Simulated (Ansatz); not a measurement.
`[AlH2][SiH]([SiH3])O[SiH3]` + `[AlH2][SH]` → `[AlH2][S][AlH2]` + `[SiH3]O[SiH2][SiH3]` at 298.15 K and 1 bar (cleavage of the Al–Si bond).

Gas-phase electronic energies from Ansatz, PBE0-D4/def2-TZVP geometries. CCSD(T)/CBS is the MP2 limit (def2-TZVPP, def2-QZVPP) plus CCSD(T) − MP2 in def2-TZVPP, frozen cores. This one scheme is used for every species. Each species was taken in one conformer, which may not be the lowest.

```tsv
species	CCSD(T)/CBS energy (Eh)	H − E (kJ/mol)	S (J/(mol·K))
`[AlH2][SiH]([SiH3])O[SiH3]`	-1189.88644	234.4	459.5
`[AlH2][SH]`	-641.61836	72.6	268.0
`[AlH2][S][AlH2]`	-884.26538	96.0	323.3
`[SiH3]O[SiH2][SiH3]`	-947.28799	213.1	394.6
```

H − E and S are ideal-gas, rigid-rotor, harmonic terms from PBE0-D4/def2-TZVP, for one conformer and one mirror image of each species. 1 Eh = 2625.50 kJ/mol, R = 8.31446 J/(mol·K).

**Question.** By hand: ΔE, ΔH, ΔS and ΔG.

**Answer.** ΔE = (-884.26538) + (-947.28799) − (-1189.88644) − (-641.61836) = -0.04857 Eh = -127.5 kJ/mol. Δ(H − E) = 96.0 + 213.1 − 234.4 − 72.6 = 2.1, so ΔH = -125.4 kJ/mol. ΔS = 323.3 + 394.6 − 459.5 − 268.0 = -9.6 J/(mol·K). ΔG = -125.4 − 298.15 × (-9.6)/1000 = -122.5 kJ/mol.

**Question.** By hand: the equilibrium constant, and the temperature at which ΔG would vanish if ΔH and ΔS stayed fixed.

**Answer.** log₁₀ K = −ΔG/(RT ln 10) = 21.5. ΔG = 0 at ΔH/ΔS = 13062 K, far beyond where these terms or the molecules hold.

The number of gas molecules stays the same, so ΔS is small and ΔH decides. A doubt of 5 kJ/mol in ΔE shifts log₁₀ K by 0.9 here. Other conformers and mirror images would add mixing entropy, several J/(mol·K) or more a flexible species. Modes under 60 cm⁻¹, often nearly free rotors, make the harmonic entropy too high. These are equilibria of isolated gas molecules and say nothing of rates. Largest T1 diagnostic: 0.013 (customary marks: 0.02 for closed shells, 0.045 for open ones).
